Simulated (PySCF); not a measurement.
**Zn²⁺: ionisation energy**

Zn²⁺ [Ar] 3d10 (1S) → Zn³⁺ [Ar] 3d9 (2D), as a difference of total energies. All numbers are calculated (PySCF 2.14, scalar relativity through the core potential, in aug-cc-pVQZ-PP with ECP10MDF). Correlated levels: valence: 3s2 3p6 frozen. The calculations carry no spin-orbit coupling.

```tsv
method	ionisation energy (eV)	difference from reference (eV)
UHF	36.975	-2.748
LDA	40.748	+1.025
PBE	39.999	+0.276
PBE0	39.565	-0.158
r2SCAN	39.415	-0.308
BHandHLYP	39.063	-0.660
MN15	41.603	+1.880
TPSSh	39.594	-0.129
MP2 (valence)	40.174	+0.451
SCS-MP2 (valence)	39.812	+0.089
```

Reference: 39.723 eV (measured; NIST Atomic Spectra Database, ionization energies).

The reference lies between the lowest fine-structure levels, while these numbers refer to the centres of the terms.
